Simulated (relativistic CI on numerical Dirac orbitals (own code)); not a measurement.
# Electric-dipole transitions in Br XXXIV

Calculated at this level of theory: Dirac-Coulomb-Breit CI, KLI orbitals optimised for each configuration, a model potential for QED, unscaled Slater integrals (own radial code, finite nucleus).

Configuration list: 1s², 1s2s, 1s2p, 1s3s, 1s3p, 1s3d, 1s4s, 1s4p, 1s4d, 1s4f, 1s5s, 1s5p, 1s5d, 1s5f, 1s5g, 1s6s, 1s6p, 1s6d. Levels of other configurations are missing.

```tsv
λ vac (nm)	Lower	Upper	A (s⁻¹)	log gf	S velocity/length
0.10023	1s² ¹S0 [1]	1s2p ¹P°1 [7]	1.38e+15	-0.20	1.00
0.41568	1s2p ³P°2 [6]	1s4d ³D3 [26]	2.80e+13	-0.29	1.00
0.53721	1s2s ³S1 [2]	1s3p ³P°2 [12]	2.92e+13	-0.20	1.01
0.54119	1s2s ³S1 [2]	1s3p ³P°1 [11]	2.49e+13	-0.48	1.01
0.54588	1s2p ³P°0 [3]	1s3d ³D1 [14]	4.96e+13	-0.18	1.00
0.54654	1s2p ³P°1 [4]	1s3d ³D1 [14]	3.01e+13	-0.39	1.00
0.54661	1s2p ³P°1 [4]	1s3d ³D2 [13]	6.96e+13	0.19	1.00
0.55920	1s2p ³P°2 [6]	1s3d ³D3 [16]	8.70e+13	0.46	1.00
0.56501	1s2p ¹P°1 [7]	1s3d ¹D2 [17]	7.65e+13	0.26	1.00
1.1060	1s3d ³D3 [16]	1s5f ³F°4 [44]	6.08e+12	0.00	1.00
1.5462	1s3s ³S1 [8]	1s4p ³P°2 [22]	3.86e+12	-0.16	1.00
1.5661	1s3p ³P°1 [11]	1s4d ³D2 [23]	7.37e+12	0.13	1.00
1.5953	1s3p ³P°2 [12]	1s4d ³D3 [26]	9.37e+12	0.40	1.00
1.6068	1s3d ³D2 [13]	1s4f ³F°3 [27]	1.73e+13	0.67	1.00
1.6073	1s3d ³D1 [14]	1s4f ³F°2 [28]	1.56e+13	0.48	1.00
1.6081	1s3p ¹P°1 [15]	1s4d ¹D2 [29]	8.41e+12	0.21	1.00
1.6166	1s3d ³D3 [16]	1s4f ³F°4 [30]	1.84e+13	0.81	1.00
1.6176	1s3d ¹D2 [17]	1s4f ¹F°3 [31]	1.75e+13	0.68	1.00
3.3921	1s4p ³P°1 [21]	1s5d ³D2 [37]	1.53e+12	0.12	1.00
3.4476	1s4p ³P°2 [22]	1s5d ³D3 [40]	1.96e+12	0.39	1.00
3.4697	1s4d ³D2 [23]	1s5f ³F°3 [41]	3.22e+12	0.61	1.00
3.4704	1s4d ³D1 [24]	1s5f ³F°2 [42]	2.91e+12	0.42	1.00
3.4721	1s4p ¹P°1 [25]	1s5d ¹D2 [43]	1.77e+12	0.21	1.00
3.4877	1s4d ³D3 [26]	1s5f ³F°4 [44]	3.46e+12	0.75	1.00
3.4891	1s4f ³F°3 [27]	1s5g ³G4 [45]	5.50e+12	0.96	1.00
3.4897	1s4f ³F°2 [28]	1s5g ³G3 [46]	5.24e+12	0.83	1.00
3.4898	1s4d ¹D2 [29]	1s5f ¹F°3 [47]	3.29e+12	0.62	1.00
3.4978	1s4f ³F°4 [30]	1s5g ³G5 [48]	5.69e+12	1.06	1.00
3.4983	1s4f ¹F°3 [31]	1s5g ¹G4 [49]	5.53e+12	0.96	1.00
6.3504	1s5p ³P°2 [36]	1s6d ³D3 [58]	5.88e+11	0.40	1.00
```

Terms are leading LS components. Brackets give the number of a level in order of energy, since labels repeat. The list gives strong lines, with weight on those to low levels. Levels whose partners in the same complex of configurations lie outside the list can be far off, and so can their lines. Rates are taken at the computed energies, electric ones in the length gauge. A velocity-to-length ratio far from 1 marks an uncertain rate.

At this charge energies of transitions that change n are usually good to better than 1 %, and those within a shell (Δn = 0) to a few per cent.

Q: From the table, what is the radiative lifetime of 1s4d ³D3?

A: The listed rates from this level add up to about 3.74e+13 s⁻¹, 100 % of its decay; with all channels τ = 2.67e-14 s.

LS names give the leading component of a level, which can be under half, so a name can repeat, a term be missing and a line seem to break the LS rules.
